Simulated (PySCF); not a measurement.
**UHF on I (iodine, neutral)**

Configuration: [Kr] 4d10 5s2 5p5, 2P determinant. Calculation: PySCF 2.14, in def2-SVP with the def2 core potential (28 electrons) (4s4p2d, 26 functions); a scalar-relativistic core potential.

| Quantity | Value |
| --- | --- |
| Total energy | -296.649606 hartree |
| One-electron energy | -517.3985 hartree |
| Hartree (Coulomb) energy | 241.9383 hartree |
| Exchange energy | -21.1894 hartree |
| ⟨S²⟩ | 0.7558 |
| ⟨L²⟩ | 2.018 |
| Sum of ⟨r⟩ | 31.95 bohr |
| Sum of ⟨r²⟩ | 59.44 bohr² |
| Traceless quadrupole moment −½Σ⟨3z² − r²⟩ along its main axis | 2.93 e·bohr² |
| Time after the integrals | 0.13 s of wall time on 1 thread of Neoverse-N1 (shared host) |

| shell | electrons | mean orbital energy (hartree) | spread (hartree) | rms radius, mean of both spins (bohr) |
| --- | --- | --- | --- | --- |
| 4s α | 1 | -7.76154 | 0 | 0.793 |
| 4s β | 1 | -7.75342 | 0 | 0.793 |
| 4p α | 3 | -5.60946 | 0.02517 | 0.849 |
| 4p β | 3 | -5.60136 | 0.00587 | 0.849 |
| 4d α | 5 | -2.30261 | 0.02697 | 0.986 |
| 4d β | 5 | -2.29616 | 0.01613 | 0.986 |
| 5s α | 1 | -0.92087 | 0 | 2.15 |
| 5s β | 1 | -0.83110 | 0 | 2.15 |
| 5p α | 3 | -0.41697 | 0.05751 | 2.64 |
| 5p β | 2 | -0.37828 | 0 | 2.64 |

Energies and moments cover only the electrons outside the core potential.
